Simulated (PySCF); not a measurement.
**The first ionisation energy along the 5p block**

Calculated with PySCF 2.14 from differences of total energies of unrestricted determinants, without spin-orbit coupling. Values in eV. The last column holds reference values (NIST; (s) semi-empirical, (t) theoretical, else measured). Unmarked ones compare directly (S terms, centres of terms, or small fine structure); those marked * lie between the lowest fine-structure levels and include a spin-orbit shift.

```csv
element,configurations,UHF,LDA,PBE,r2SCAN,MP2 (valence),SCS-MP2 (valence),reference
"In (aug-cc-pV5Z-PP with ECP28MDF, ECP)",[Kr] 4d10 5s2 5p1 → [Kr] 4d10 5s2,5.220,5.720,5.596,5.724,5.436,5.424,5.603
"Sn (aug-cc-pV5Z-PP with ECP28MDF, ECP)",[Kr] 4d10 5s2 5p2 → [Kr] 4d10 5s2 5p1,6.848,7.415,7.266,7.409,7.193,7.127,7.389
"Sb (aug-cc-pV5Z-PP with ECP28MDF, ECP)",[Kr] 4d10 5s2 5p3 → [Kr] 4d10 5s2 5p2,8.573,9.120,8.965,9.166,9.037,8.908,9.124
"Te (aug-cc-pV5Z-PP with ECP28MDF, ECP)",[Kr] 4d10 5s2 5p4 → [Kr] 4d10 5s2 5p3,7.734,9.001,8.733,8.748,8.504,8.593,8.749
"I (aug-cc-pV5Z-PP with ECP28MDF, ECP)",[Kr] 4d10 5s2 5p5 → [Kr] 4d10 5s2 5p4,9.536,10.788,10.500,10.527,10.435,10.463,10.519
"Xe (aug-cc-pV5Z-PP with ECP28MDF, ECP)",[Xe] → [Kr] 4d10 5s2 5p5,11.445,12.606,12.320,12.415,12.458,12.412,12.565
```

```
           method  elements  mean error (eV)  mean absolute error (eV)  largest error (eV)
              UHF         6           -0.766                     0.766              -1.120
              LDA         6            0.117                     0.118               0.269
              PBE         6           -0.095                     0.095              -0.245
           r2SCAN         6            0.006                     0.057              -0.150
    MP2 (valence)         6           -0.148                     0.148              -0.244
SCS-MP2 (valence)         6           -0.171                     0.171              -0.262
```

Errors include the incompleteness of the basis and the frozen core.

"Valence" correlates the outer s and p shells and, in groups 3 to 12 and the f block, the outer d or f shell, open or full, or the next shell where the ion has no valence electron left; the wider scheme adds the next inner shell.
